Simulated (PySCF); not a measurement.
Fractional electron number in Ag²⁺ (silver, charge +2)

The 4d beta orbital of [Kr] 4d9 is emptied in steps (occupation f), with all orbitals relaxed, ending at [Kr] 4d8. Computed with PySCF 2.14 in def2-TZVP with the def2 core potential (28 electrons), with scalar relativity through the core potential. The exact energy is a straight line in f; departures are measured from the line between the end points of the same method.

```tsv
f	PBE0 (eV)	r2SCAN (eV)	LC-wPBE (eV)
1	0.000	0.000	0.000
0.75	-0.908	-1.228	-0.373
0.5	-1.215	-1.635	-0.501
0.25	-0.913	-1.224	-0.377
0	0.000	0.000	0.000
```

For PBE0, how does the orbital energy at f = 1 compare with the removal energy?

−ε = 29.982 eV against a total-energy difference of 34.803 eV. By Janak's theorem ε = ∂E/∂f, so the gap between them reflects the curvature. Along the path −ε is 32.368 (f = 0.75), 34.789 (f = 0.5), 37.231 (f = 0.25) eV.

```csv
method,E(f=0) − E(f=1) (eV),−ε at f=1 (eV),−ε at f=0.5 (eV)
PBE0,34.803,29.982,34.789
r2SCAN,34.569,28.024,34.580
LC-wPBE,34.799,32.826,34.788
```

Reference removal energy between the ground levels: 34.8 ± 0.3 eV (semi-empirical (NIST evaluation); NIST Atomic Spectra Database, ionization energies). The calculation has no spin-orbit coupling. The determinant left behind need not be the lowest term of the ion.
